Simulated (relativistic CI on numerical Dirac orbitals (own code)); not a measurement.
The spin-orbit constant of Ge from its measured fine structure

Problem. The ground term 3P of Ge (4s2 4p2) has the measured levels J = 0: 0.0, J = 1: 557.1, J = 2: 1410.0 cm⁻¹ (NIST Handbook of Basic Atomic Spectroscopic Data (Sansonetti and Martin, J. Phys. Chem. Ref. Data 34, 1559 (2005))). Test the interval rule and estimate ζ(4p).

Working.
1. In LS coupling E(J) − E(J − 1) = AJ. The intervals give A = 557.1 (J = 1), 426.4 (J = 2) cm⁻¹.
2. These values spread by 28 % of their mean, from second-order spin-orbit mixing with other terms and from spin-spin terms.
3. The whole width divided by the sum of the upper J values gives a mean A = 470.0 cm⁻¹.
4. For the Hund term of a shell that is less than half full, A = +ζ/2S with 2S = 2, so ζ = 940 cm⁻¹.

Check. The value calculated from Dirac-Coulomb-Breit radial functions of this configuration is ζ = 891 cm⁻¹, 5 % below the estimate from measurement. The same recipe applied to the calculated levels returns 874 cm⁻¹, which shows the bias of the recipe itself. Where the interval rule fails, the estimate is only rough.
